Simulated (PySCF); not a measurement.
Compound: C₈H₆N₂.
Numbering: `[CH:1]#[C:2][c:3]1[cH:4][cH:5][n:6][n:7][c:8]1[CH:9]=[CH2:10]` (hydrogens: H11 on C1; H12 on C4; H13 on C5; H14 on C9; H15, H16 on C10)

Level of theory: PySCF 2.14.0, density-fitted response routines, TDDFT B3LYP/def2-SVPD, vertical, gas phase, core orbitals frozen in the response. The structure is a single GFN2-xTB conformer in the gas phase; no vibrational or solvent corrections. Torsions of this conformer, `[CH:1]#[C:2][c:3]1[cH:4][cH:5][n:6][n:7][c:8]1[CH:9]=[CH2:10]`: N7–C8–C9–C10 0°.

Frontier orbitals with the atoms that hold most of them (Löwdin shares over 4%, at most four atoms; ? is withheld):

```tsv
orbital	ε (eV)	atoms
LUMO+2	0.26	C1 36%, C2 32%, H11 12%, C3 6%
LUMO+1	-1.99	C10 16%, N7 16%, C8 15%, C4 12%
LUMO	-2.21	?
HOMO	?	?
HOMO-1	-7.04	C10 23%, C9 18%, C8 9%, C5 8%
HOMO-2	-7.99	C1 21%, C2 18%, C4 16%, N7 9%
HOMO-3	-8.32	C1 33%, C2 31%, N6 7%, C3 5%
```

Q: Give the leading atoms of the HOMO.

A: N6 (bonded to C and N) 39%; N7 (bonded to C and N) 38%; C8 (bonded to 2 C and N) 8%; C5 (bonded to C, N and H) 8%. By element: nitrogen 77%, carbon 15% or more.

Q: Give the leading atoms of the LUMO.

A: C3 (bonded to 3 C) 18%; N6 (bonded to C and N) 18%; C1 (bonded to C and H) 13%; C4 (bonded to 2 C and H) 12%. By element: carbon 43% or more, nitrogen 18% or more.

Q: What is the HOMO energy, and the HOMO–LUMO gap?

A: ε(HOMO) = -6.42 eV; the gap is 4.21 eV (0.1548 hartree).

Q: The HOMO–LUMO gap is 4.21 eV. Where does the response calculation put the lowest singlet, and from which orbitals?

A: S1 is at 3.03 eV (f = 0.0019), 1.19 eV below the gap, made of HOMO→LUMO (91%). 

Q: Give energy, strength and leading configuration of S1, S2 and S3, and follow the Löwdin shares of the leading atoms from the occupied to the empty orbital.

A: 
- S1 (3.03 eV, f 0.0019), HOMO→LUMO (91%): N6 39% → 18%, N7 38% → at most 13%, C3 at most 8% → 18%
- S2 (3.22 eV, f 0.0004), HOMO→LUMO+1 (92%): N6 39% → at most 12%, N7 38% → 16%, C10 at most 8% → 16%
- S3 (4.24 eV, f 0.047), HOMO-1→LUMO (71%): C10 23% → at most 13%, C9 18% → at most 13%, C3 at most 8% → 18%, N6 at most 8% → 18%
